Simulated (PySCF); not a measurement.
## Working out the ionisation energy of Sr⁺

Sr⁺ [Kr] 5s1 (2S) → Sr²⁺ [Kr] (1S). Computed with PySCF 2.14 in x2c-TZVPPall with one added diffuse shell each of s, p, d, f type (9s7p7d3f1g, 95 functions), with scalar relativity by spin-free X2C-1e. Frozen: [Ar] 3d10. Energies in hartree (1 hartree = 27.21139 eV):

```tsv
part	Sr⁺ (lower)	Sr²⁺ (upper)
UHF	-3177.145192	-3176.761131
MP2 opposite-spin	-0.137593	-0.127283
MP2 same-spin	-0.051419	-0.043123
```

Problem. What does Hartree-Fock give?

Solution. (-3176.761131) − (-3177.145192) = 0.384061 hartree = 10.451 eV.

Problem. What do MP2 and SCS-MP2 (6/5 opposite-spin, 1/3 same-spin) give?

Solution. The opposite-spin parts differ by 0.281 eV and the same-spin parts by 0.226 eV. MP2: 10.451 + (0.281) + (0.226) = 10.958 eV. SCS-MP2: 10.451 + 1.2 × (0.281) + (0.226)/3 = 10.864 eV.

Measured between the centres of the two terms (NIST): 11.030 eV, so MP2 (valence and next inner shell) is off by -0.072 eV.

What remains against the reference includes basis incompleteness, the frozen core and correlation beyond second order.
